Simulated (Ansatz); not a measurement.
Input for Ansatz (an electronic-structure program): R-CCSD(T)/aug-cc-pVDZ on CH3Br (SMILES CBr) with ghost functions, monomers drawn apart or pushed together. The run froze 15 orbitals, filled d shells among them.

Ansatz 0.2 input:
```yaml
crystal:
  periodic: [false, false, false]
  atoms:
    - {symbol: C, position_ang: [-0.57497009, -1.06779357, 5.53138772]}
    - {symbol: Br, position_ang: [-0.52503014, 0.81188982, 6.08595286]}
    - {symbol: H, position_ang: [-0.47799658, -1.09071630, 4.45145541]}
    - {symbol: H, position_ang: [-1.52656432, -1.47519175, 5.85356333]}
    - {symbol: H, position_ang: [0.25458213, -1.57034053, 6.01573876]}
basis:
  gaussian:
    orbitals: aug-cc-pVDZ
    ghost_atoms:
      - {symbol: C, position_ang: [-0.04807336, 0.49295128, 0.17416327]}
      - {symbol: C, position_ang: [-0.00730491, -0.26668080, -0.75058010]}
      - {symbol: H, position_ang: [-0.08614730, 1.15266238, 1.00907191]}
      - {symbol: H, position_ang: [0.02992696, -0.93229205, -1.57819080]}
magnetization: {spin_polarized: false}
correlation: {method: ccsd_t, electrons: outside_noble_gas}
scf: {lower_state_search: off}
```

Q: What total energy does the run end on?

A: -2612.3233 hartree (reference determinant -2612.0056, T1 diagnostic 0.009).

Q: How many basis functions does it have, and what does it roughly cost on one machine?

A: 150 functions; very roughly 16 core-seconds.
